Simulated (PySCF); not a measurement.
# Electron correlation in P(2+) (phosphorus, charge +2)

[Ne] 3s1 3p2, high-spin 4P determinant (an excited configuration). Computed with PySCF 2.14 in aug-cc-pCVTZ-DK with one added diffuse shell each of s, p, d, f type (9s8p6d4f, 91 functions), with the spin-free X2C one-electron Hamiltonian (Gaussian nucleus). Frozen: 1s2; 11 electrons correlated.

MP2 pair energies summed by pair of shells (mhartree):

```
 pair   energy  share (%)
2p-2p  -186.16       63.4
2s-2p   -58.16       19.8
2p-3p   -15.90        5.4
2s-2s    -9.72        3.3
2p-3s    -8.77        3.0
3p-3p    -6.86        2.3
3s-3p    -4.06        1.4
2s-3p    -2.56        0.9
2s-3s    -1.32        0.4
```

Total MP2 correlation energy: -293.51 mhartree.

Same-spin part -87.35 and opposite-spin part -206.16 mhartree; SCS-MP2 scales them by 1/3 and 6/5 to -276.51 mhartree.
